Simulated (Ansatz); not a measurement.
Relaxation of the cluster Hf₂Te₃ with RKS PBE0-D4/def2-SVP.

```sh
$ ansatz run in.yaml --threads 4 --pin off --events-out ev --progress --plain --max-ram 4787MiB
```

```yaml
crystal:
  periodic: [false, false, false]
  atoms:
    - {symbol: Hf, position_ang: [-1.498990, 1.146160, -1.090030]}
    - {symbol: Hf, position_ang: [0.074990, -0.862940, 0.380630]}
    - {symbol: Te, position_ang: [-2.078780, -2.483550, 0.193960]}
    - {symbol: Te, position_ang: [1.251750, 1.601120, 1.480940]}
    - {symbol: Te, position_ang: [2.251030, 0.599220, -0.965500]}
basis:
  gaussian: {orbitals: def2-SVP}
hamiltonian: {xc: pbe0, dispersion: d4}
scf: {lower_state_search: "off"}
output: {orbitals: {seedname: orbitals}}
relax: {f_tol: 0.02, max_steps: 100}
```

Run time 54 s (4 threads of Intel Xeon Platinum 8488C on a shared host).

Positions (Å) and forces (eV/Å) at steps 1, 2, 3, 4, 5, 6, 7, 8, 9, 10, 11, 12 of 12:

```xyz
5
step=1 energy=-24492.8657 eV
Hf   -1.499    1.146   -1.090    0.527   -0.590    0.465
Hf    0.075   -0.863    0.381    0.336    0.654   -0.127
Te   -2.079   -2.484    0.194    0.752    1.085   -0.149
Te    1.252    1.601    1.481   -0.544   -0.844   -0.751
Te    2.251    0.599   -0.966   -1.071   -0.305    0.562
5
step=2 energy=-24493.3001 eV
Hf   -1.436    1.073   -1.033    0.257   -0.491    0.316
Hf    0.155   -0.846    0.406    0.378   -0.256    0.237
Te   -1.996   -2.311    0.156   -0.379    0.364   -0.298
Te    1.153    1.529    1.423   -0.282    0.347    0.241
Te    2.124    0.556   -0.952    0.026    0.036   -0.496
5
step=3 energy=-24493.6503 eV
Hf   -1.378    0.940   -0.952    0.008   -0.682    0.295
Hf    0.275   -0.936    0.487    0.043   -0.128    0.059
Te   -2.049   -2.148    0.069   -0.053    0.585   -0.253
Te    1.081    1.566    1.405   -0.007    0.097   -0.073
Te    2.071    0.578   -1.008    0.009    0.127   -0.029
5
step=4 energy=-24493.9653 eV
Hf   -1.371    0.761   -0.874    0.329   -0.644    0.422
Hf    0.345   -0.981    0.526    0.229   -0.019    0.044
Te   -2.094   -1.984   -0.010   -0.060    0.653   -0.243
Te    1.061    1.591    1.380   -0.245   -0.072   -0.268
Te    2.058    0.613   -1.022   -0.252    0.082    0.044
5
step=5 energy=-24494.2601 eV
Hf   -1.271    0.618   -0.777    1.211    0.340    0.278
Hf    0.424   -1.047    0.553   -0.098   -0.129   -0.176
Te   -2.139   -1.826   -0.062   -0.520   -0.430    0.285
Te    0.979    1.602    1.327   -0.553   -0.013   -0.157
Te    2.007    0.654   -1.041   -0.041    0.232   -0.230
5
step=6 energy=-24494.6217 eV
Hf   -1.100    0.551   -0.711    0.902    0.815   -0.329
Hf    0.428   -1.078    0.504    0.161   -0.831   -0.079
Te   -2.216   -1.785   -0.030   -0.611   -0.469    0.574
Te    0.889    1.603    1.297   -0.779    0.321    0.558
Te    1.999    0.710   -1.060    0.327    0.163   -0.725
5
step=7 energy=-24494.8854 eV
Hf   -0.908    0.531   -0.734   -1.015    0.590   -1.028
Hf    0.465   -1.181    0.419    0.346   -1.008    0.407
Te   -2.316   -1.734    0.095    0.606    0.491    0.339
Te    0.737    1.593    1.317   -0.097   -0.206    0.206
Te    2.022    0.792   -1.097    0.160    0.133    0.076
5
step=8 energy=-24495.1283 eV
Hf   -0.899    0.524   -0.876    0.117   -0.733   -0.103
Hf    0.527   -1.267    0.357   -0.691    0.405   -0.477
Te   -2.300   -1.612    0.246    0.574    0.422    0.253
Te    0.624    1.502    1.328    0.166   -0.289   -0.183
Te    2.047    0.853   -1.055   -0.166    0.194    0.510
5
step=9 energy=-24495.3259 eV
Hf   -0.868    0.444   -0.993    0.012    0.103   -0.288
Hf    0.526   -1.295    0.250    0.003   -0.022   -0.028
Te   -2.265   -1.486    0.393    0.173    0.082    0.163
Te    0.546    1.415    1.329    0.076   -0.153   -0.155
Te    2.062    0.923   -0.978   -0.265   -0.010    0.308
5
step=10 energy=-24495.3446 eV
Hf   -0.831    0.414   -1.118   -0.023   -0.136    0.344
Hf    0.556   -1.340    0.161   -0.311    0.250    0.093
Te   -2.222   -1.365    0.536    0.280    0.023   -0.237
Te    0.449    1.326    1.330    0.073   -0.117   -0.224
Te    2.048    0.964   -0.909   -0.019   -0.021    0.024
5
step=11 energy=-24495.3648 eV
Hf   -0.855    0.429   -1.073    0.021    0.038    0.021
Hf    0.533   -1.309    0.197    0.007   -0.061    0.027
Te   -2.226   -1.418    0.480    0.035    0.028   -0.010
Te    0.497    1.355    1.323   -0.038   -0.008   -0.017
Te    2.051    0.943   -0.927   -0.025    0.004   -0.021
5
step=12 energy=-24495.3655 eV
Hf   -0.849    0.431   -1.071   -0.007   -0.001   -0.011
Hf    0.536   -1.315    0.197   -0.009   -0.006    0.006
Te   -2.223   -1.411    0.482    0.011    0.004    0.000
Te    0.488    1.351    1.322    0.014   -0.005   -0.009
Te    2.048    0.944   -0.930   -0.009    0.008    0.014
```

In the def2 sets Hf, Te take a core potential; there is no spin–orbit coupling. The restricted singlet is unstable towards broken spin symmetry at other levels; at PBE0-D4/def2-SVP this wasn't settled. Another isomer (singlet) lies 2.38 eV lower at PBE0-D4/def2-TZVP; other spin states weren't run for this one.
